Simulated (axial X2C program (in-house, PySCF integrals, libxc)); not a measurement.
## Nuclear properties of GeO⁺

Calculated with an axial X2C code built on PySCF integrals: two-component X2C with atomic mean-field Coulomb and Gaunt terms, Gaussian nuclei, basis Ge dyall-cv3z, O dyall-av3z with contracted cores.

R = 1.771 Å (near the PBE0 minimum at charge 1 of the determinant lowest at the starting distance; the state shown can have its own minimum elsewhere).

Determinant lowest in the PBE0 search, Ω = 3/2 (⟨Sz⟩ = 0.50, ⟨Lz⟩ = 1.00 at PBE0), spin on the atoms Ge -0.01, O 0.51:

| level | Eeff magnitude (GV/cm) | Ws magnitude Ge (kHz) | Ws magnitude O (kHz) | A∥/gI Ge (MHz) | qzz Ge (a.u.) | A∥/gI O (MHz) | qzz O (a.u.) |
| --- | --- | --- | --- | --- | --- | --- | --- |
| PBE0 | 0.00432 | 0.00128 | 0.000603 | 70.6 | -4.64 | 188 | -1.04 |
| HF | 0.0336 | 0.00641 | 0.00122 | 48.7 | -5.03 | 212 | -0.83 |
| LDA | 0.00868 | 0.00136 | 0.000468 | 79.3 | -4.49 | 179 | -1.16 |
| PBE50 | 0.0106 | 0.00237 | 0.000731 | 59.4 | -4.85 | 196 | -0.93 |
| BP86 | 0.00381 | 3.47e-06 | 0.000466 | 83.9 | -4.40 | 177 | -1.17 |

Eeff is the effective electric field on the electron electric dipole moment in this Ω state and Ws the scalar–pseudoscalar constant of the nucleus named (defined with the proton number Z and per Ω); A∥ (defined per Ω) follows by multiplying with gI = μI/(I μN); qzz is the electric field gradient, eQq0 = 234.96 MHz × Q/barn × qzz. The operators were transformed with the bare-nucleus X2C matrices; with these basis sets, hyperfine constants and field gradients can be off by tens of per cent, and where levels differ in sign neither size nor sign is settled.

Q: With gI(73Ge) = -0.1954, Q(73Ge) = -0.196 barn, gI(17O) = -0.7575, Q(17O) = -0.02558 barn (g factors from the IAEA table of nuclear moments by Stone; Q from Pyykkö, Mol. Phys. 2018), turn the PBE0 values of the first state into constants in MHz.

A: A∥(73Ge) = 70.6 × -0.1954 = -13.8 MHz; eQq0(73Ge) = 234.96 × (-0.196) × (-4.64) = 214 MHz; A∥(17O) = 188 × -0.7575 = -142 MHz; eQq0(17O) = 234.96 × (-0.02558) × (-1.04) = 6.25 MHz.

Each state is one determinant with collinear spin. Unrestricted Hartree–Fock can overshoot spin polarisation at the nuclei. In the state Ω = 3/2 the sign of Eeff differs between levels (LDA, BP86 against PBE0). Where Eeff spreads by more than a factor of two the levels disagree and none is to be relied on. The search compared states at one distance, so a state with another bond length can lie lower. The sign of Ws at Ge differs between levels in the first state. Further determinants of the search, some of them spin-mixed, are not shown.
